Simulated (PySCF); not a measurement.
BrHg, neutral, multiplicity 2. Atoms are numbered in the order given.

```xyz
2

Hg     0.0000     0.0000    -0.7963
Br     0.0000     0.0000     1.8201
```
Charge 0, spin multiplicity 2.

Coordinates come from a B3LYP-D3(BJ)/def2-TZVP optimisation. The multiplicity is an assumed one; other spin states were not compared. The def2 effective core potentials stand for the cores of Hg; spin–orbit coupling is left out.

The numbers are results of PySCF with B3LYP/def2-TZVPD, not measurements.

Mulliken values depend strongly on the basis, most of all with diffuse functions as here. ESP charges are fitted to the potential on shells at 1.4 to 2.0 van der Waals radii. Atomic charges (e):

| atom | Mulliken | ESP fit | Mulliken spin |
|---|---|---|---|
| Hg1 | 0.33 | 0.26 | 0.56 |
| Br2 | -0.33 | -0.26 | 0.44 |
